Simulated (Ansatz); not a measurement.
C3H5ClOSi (`OC1=C([SiH2]Cl)C1`), relaxed with RKS PBE-D4/def2-SVP in Ansatz 0.2.0 from a rough embedded geometry. The force threshold is 0.03 eV/Å; the program also tests the step.

Total charge 0; spin multiplicity 1.

Start:

```xyz
11

O    -0.226   -0.064   -2.023
C     0.326    0.665   -1.085
C     0.040    0.455    0.188
Si   -1.035   -0.458    1.177
Cl   -0.855    0.173    3.060
C     1.437    0.346   -0.186
H    -0.454    0.499   -2.760
H    -0.718   -1.932    1.158
H    -2.468   -0.246    0.721
H     2.099    1.185    0.046
H     1.855   -0.624   -0.296
```

| step | energy (eV) | largest force (eV/Å) | largest move (Å) |
| --- | --- | --- | --- |
| 1 | -25611.5011 | 2.862 | 0.000 |
| 2 | -25612.3943 | 1.799 | 0.195 |
| 3 | -25612.7183 | 2.177 | 0.198 |
| 4 | -25612.9644 | 1.254 | 0.200 |
| 5 | -25613.1145 | 1.019 | 0.194 |
| 6 | -25613.1458 | 1.679 | 0.198 |
| 7 | -25613.2341 | 0.257 | 0.127 |
| 8 | -25613.2362 | 0.504 | 0.134 |
| 9 | -25613.2503 | 0.219 | 0.090 |
| 10 | -25613.2582 | 0.151 | 0.062 |
| 11 | -25613.2634 | 0.135 | 0.062 |
| 12 | -25613.2662 | 0.163 | 0.106 |
| 13 | -25613.2682 | 0.123 | 0.031 |
| 14 (rejected) | -25613.2638 | 0.275 | 0.037 |
| 15 | -25613.2695 | 0.046 | 0.018 |
| 16 | -25613.2703 | 0.095 | 0.039 |
| 17 | -25613.2710 | 0.063 | 0.066 |
| 18 | -25613.2710 | 0.032 | 0.044 |
| 19 | -25613.2712 | 0.013 | 0.006 |

End:

```xyz
11

O    -0.371    0.770   -2.332
C     0.151    0.359   -1.179
C    -0.093   -0.125    0.025
Si   -1.148   -0.632    1.429
Cl   -0.977    0.761    2.984
C     1.389    0.155   -0.405
H     0.362    1.039   -2.921
H    -0.703   -1.955    1.982
H    -2.587   -0.695    1.007
H     1.917    1.026    0.037
H     2.059   -0.703   -0.628
```

It took 14 s on 4 threads of an Intel Xeon 6975P-C on a shared host, with 0.19 GiB of host memory at the peak.
